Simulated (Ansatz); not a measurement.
Calculated with Ansatz (gas phase, PBE0-D4/def2-TZVP geometries, no zero-point term in ΔE). CCSD(T)/CBS is the MP2 limit (def2-TZVPP, def2-QZVPP) plus CCSD(T) − MP2 in def2-TZVPP, frozen cores. This one scheme is used for every species. Open shells (•) are unrestricted, without spin–orbit coupling. One conformer a species, not always the lowest.

Consider the homolysis of the S–Si bond: `N[SiH2]S[SiH3]` → `[SiH3][S]`• + `N[SiH2]`•.

| level | ΔE (kJ/mol) |
| --- | --- |
| HF/def2-TZVPP | 279.7 |
| HF/def2-QZVPP | 278.7 |

**Question.** What does CCSD(T)/CBS give? (Estimate.)

**Answer.** The calculation gave: +397.4 kJ/mol. The listed levels differ from it by -117.7, -118.7 kJ/mol.

Largest T1 diagnostic among the species: 0.015.

In def2-TZVPP, CCSD(T) changes the Hartree–Fock value by +102.1 kJ/mol (the triples alone add +10.4 kJ/mol) and MP2 by +125.2 kJ/mol; breaking electron pairs costs correlation energy, which Hartree–Fock lacks. The D4 term adds +18.7 kJ/mol with B3LYP and +10.2 kJ/mol with PBE0; it sums over pairs of atoms, weighted by their polarisabilities, and B3LYP, whose exchange is more repulsive, gets the larger term.

B3LYP here is the variant with VWN-RPA as its local correlation; programs differ in this.
